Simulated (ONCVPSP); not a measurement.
Which change was made? (Br, ONCV)

ONCVPSP 4.0.1 input, shortened (lines: element, Z, core and valence counts, functional; n l f; lmax; l rc ep ncon nbas qcut; lloc lpopt rc5 dvloc0; l nproj debl; icmod fcfact rcfact), PBEsol, scalar-relativistic:

```
  Br 35.00    6    2  -116133      upf
    1    0    2.00
    2    0    2.00
    2    1    6.00
    3    0    2.00
    3    1    6.00
    3    2   10.00
    4    0    2.00
    4    1    5.00
    1
    0    1.50    0.00    3    6    3.70
    1    1.50    0.00    4    9    5.30
    1    5    1.50    0.00
    0    2    1.60
    1    0    3.30
    3    4.50    1.70
```

Cutoffs, loose and tight: the cutoffs (Ha) at which the residual kinetic energy of the hardest occupied pseudo-wave falls to 1 and 0.1 mHa per electron. They do not see the model core or the augmentation charge, which bear on the density cutoff. Test errors are all-electron minus pseudo excitation energies from the reference, over the configurations 4s2 4p4; 4s2 4p3; 4s2 4p2; 4s2 4p1; variants that change the core or the reference have their own tests.

The base gives: outcome: generated; cutoff, loose: 36 Ha; cutoff, tight: 62 Ha; bound ghosts: none; GHOST(+) flags above zero: s; largest test error (meV): -667.

Question: After one change the result is: outcome: generated; cutoff, loose: 13 Ha; cutoff, tight: 25 Ha; bound ghosts: none; GHOST(+) flags above zero: none; largest test error (meV): -675. Which change was it?
A. s: qcut 5.4
B. s: qcut 3.4
C. s: qcut 4.4

Answer: A. The others give: s: qcut 3.4 → outcome: generated; cutoff, loose: 38 Ha; cutoff, tight: 66 Ha; bound ghosts: s; GHOST(+) flags above zero: s; largest test error (meV): -661 | s: qcut 4.4 → outcome: generated; cutoff, loose: 20 Ha; cutoff, tight: 43 Ha; bound ghosts: none; GHOST(+) flags above zero: none; largest test error (meV): -675.
